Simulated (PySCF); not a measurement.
**Checking a proposed structure**

A compound C$_{6}$H$_{13}$P gives the data below (simulated from a calculation) and was assigned the structure `PC1CCCCC1`.

¹³C{¹H} NMR (computed): δ 38.2 (CH2), 26.4 (CH2), 24.1 (CH2), 21.0 (CH2, 2C), 19.5 (CH3).

¹H NMR (500 MHz, computed): δ 2.96 (m, 2H), 1.88 (m, 2H), 1.80 (m, 4H), 1.42 (m, 2H), 1.21 (t, 3H).

How the numbers were obtained: GIAO PBE0/pcSseg-1 shieldings, geometry: GFN2-xTB, in PySCF 2.14.0 with density-fitted response routines (a single conformation, non-relativistic Hamiltonian, no solvent model, one averaged value for each set of equivalent atoms).

δ = σ(ref) − σ, references computed at the same level: TMS for ¹H (σref 31.72) and ¹³C (σref 186.93).

Q: Compare with the shifts computed for the proposed structure, pairing carbons in order of shift.

A: Atom-mapped SMILES (the numbers label the heavy atoms): `[PH2:1][CH:2]1[CH2:3][CH2:4][CH2:5][CH2:6][CH2:7]1`. Each H is labelled by its parent atom.

| atom | computed for proposal | given list | difference |
| --- | --- | --- | --- |
| C3 | 36.7 | 38.2 | -1.5 |
| C7 | 36.7 | 26.4 | +10.3 |
| C2 | 31.7 | 24.1 | +7.6 |
| C4 | 30.9 | 21.0 | +9.9 |
| C6 | 30.9 | 21.0 | +9.9 |
| C5 | 30.0 | 19.5 | +10.5 |

The rms difference is 8.9 ppm and the largest +10.5 ppm at C5 (sp3 CH2 in a ring). The proposal also would give 4 carbon signals, not 5. The carbon types in order of shift don't match either: CH2, CH2, CH, CH2, CH2, CH2 for the proposal against CH2, CH2, CH2, CH2, CH2, CH3 in the data. The proposal doesn't fit.

Q: Which isomer fits?

A: `InChI=1S/C6H13P/c1-2-4-7-5-3-6-7/h2-6H2,1H3`.

1. δC 26.4: sp3 CH2 in a ring; aliphatic region, no heteroatom directly attached.
2. δC 24.1: sp3 CH2; a saturated carbon with 2 carbon neighbours and no heteroatom attached.
3. δC 19.5: methyl carbon; a saturated carbon with 1 carbon neighbour and no heteroatom attached.
4. δH 1.21: hydrogen on a methyl carbon; far from electronegative atoms and π systems.

Other isomers checked: C=PC(C)(C)CC (rms 57.2 ppm).

This is the structure that produced the data.

Splittings by ³¹P in the carbon and heteronuclear signals aren't shown, as no couplings were computed. Shifts are as computed. Against solution values, carbons near 30 ppm lie about +3 ppm off and those near 130 ppm about +5 ppm. Of 1211 compounds with measured shifts, 218 miss one by over three times the rms of a fit or turn the order of signals round; such compounds aren't used in these exercises. No couplings were computed; multiplicities are counted from neighbouring protons, with m where these are inequivalent, close in shift, in a saturated or five-membered ring or joined by F or P, and br s for small geminal =CH2 splittings.
